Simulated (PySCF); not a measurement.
FH₅O₃Si₂, SMILES O[Si](O)(F)O[SiH3].

The structure is a stationary point at ωB97X-D3(BJ)/def2-SVP. Other conformers were not sampled.

All values below come from PBE/def2-TZVP in PySCF.

Gas-phase values at a fixed geometry.

Computed frontier levels, gap, dipole moment and polarisability:
- highest occupied level = -7.51 eV
- lowest empty level = -0.98 eV
- orbital gap = 6.53 eV
- dipole moment = 1.26 D
- quadrupole, principal values (traceless, Buckingham form, about the centre of nuclear charge) = -9.00, 4.42, 4.58 D·Å
- mean static polarisability = 58.1 bohr³ (8.61 Å³)
- polarisability, principal values = 53.2, 56.0, 65.0 bohr³
